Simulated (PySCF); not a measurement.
# `[SH][GeH2][C]1=CC(=O)CC1`, C₅H₈GeOS

Molfile (atoms numbered from 1):
```
C5H8GeOS
     RDKit          3D

 16 16  0  0  0  0  0  0  0  0999 V2000
   -2.3772    1.6391   -1.6776 O   0  0  0  0  0  0  0  0  0  0  0  0
   -1.6463    0.9205   -1.0418 C   0  0  0  0  0  0  0  0  0  0  0  0
   -0.1921    0.7728   -1.1926 C   0  0  0  0  0  0  0  0  0  0  0  0
    0.2978   -0.1177   -0.3255 C   0  0  0  0  0  0  0  0  0  0  0  0
    2.1790   -0.6279   -0.1183 Ge  0  0  0  0  0  4  0  0  0  0  0  0
    2.9290    0.0618    1.8393 S   0  0  0  0  0  0  0  0  0  0  0  0
   -0.7743   -0.6932    0.5484 C   0  0  0  0  0  0  0  0  0  0  0  0
   -2.0625   -0.0146    0.0833 C   0  0  0  0  0  0  0  0  0  0  0  0
    0.3689    1.3255   -1.9270 H   0  0  0  0  0  0  0  0  0  0  0  0
    3.0009   -0.0437   -1.2404 H   0  0  0  0  0  0  0  0  0  0  0  0
    2.3297   -2.1242   -0.1014 H   0  0  0  0  0  0  0  0  0  0  0  0
    2.6436    1.3372    1.6066 H   0  0  0  0  0  0  0  0  0  0  0  0
   -0.5538   -0.4909    1.5998 H   0  0  0  0  0  0  0  0  0  0  0  0
   -0.8085   -1.7794    0.4324 H   0  0  0  0  0  0  0  0  0  0  0  0
   -2.5402    0.5662    0.8726 H   0  0  0  0  0  0  0  0  0  0  0  0
   -2.8014   -0.7227   -0.2922 H   0  0  0  0  0  0  0  0  0  0  0  0
  1  2  2  0
  2  3  1  0
  3  4  2  0
  4  5  1  0
  5  6  1  0
  4  7  1  0
  7  8  1  0
  8  2  1  0
  3  9  1  0
  5 10  1  0
  5 11  1  0
  6 12  1  0
  7 13  1  0
  7 14  1  0
  8 15  1  0
  8 16  1  0
M  END
```

Method: GIAO HF/pcSseg-1 magnetisability, rotational g tensor and spin-rotation constants, non-relativistic, gas phase in PySCF. Geometry: GFN2-xTB.

The calculation is non-relativistic, which matters for the atoms heavier than Zn.

Question: Give the nuclear spin-rotation constants along the inertial axes (H = +C I·J) beside the isotropic shieldings.

Answer: Rotational constants 2.8344, 0.5640, 0.5362 GHz. A star marks the isotopologue with that one atom substituted, in its own axes.
```csv
atom,isotope,Caa (kHz),Cbb (kHz),Ccc (kHz),mean (kHz),σ (ppm)
H9,1H,-0.293,0.021,-0.028,-0.100,25.5
H10,1H,-0.248,0.004,-0.036,-0.094,27.3
H11,1H,-0.216,-0.056,0.011,-0.087,27.7
H12,1H,-0.283,-0.073,-0.020,-0.125,32.3
H13,1H,-0.230,-0.001,-0.053,-0.095,29.3
H14,1H,-0.311,-0.060,0.015,-0.119,29.7
H15,1H,-0.314,0.001,-0.045,-0.119,29.8
H16,1H,-0.195,-0.060,-0.009,-0.088,29.8
O1,17O*,-2.663,-0.247,-0.142,-1.017,-273.2
C2,13C*,1.388,0.249,0.181,0.606,-18.4
C3,13C*,1.076,0.210,0.129,0.472,44.2
C4,13C*,1.432,0.225,0.134,0.597,9.3
Ge5,73Ge*,-0.681,-0.137,-0.140,-0.319,1595.9
S6,33S*,0.372,0.086,0.024,0.161,815.4
C7,13C*,0.430,0.082,0.078,0.197,164.2
C8,13C*,0.475,0.081,0.079,0.211,160.8
```
For the geometry as given, no vibrational averaging.

Question: How do the rotational constants and the g tensor change when H9, H10, H11, H12, H13, H14, H15, H16 are replaced by deuterium?

Answer: Constants 2.4040, 0.5365, 0.5092 GHz; g -0.0357, -0.0115, -0.0089, against -0.0416, -0.0117, -0.0099 before.
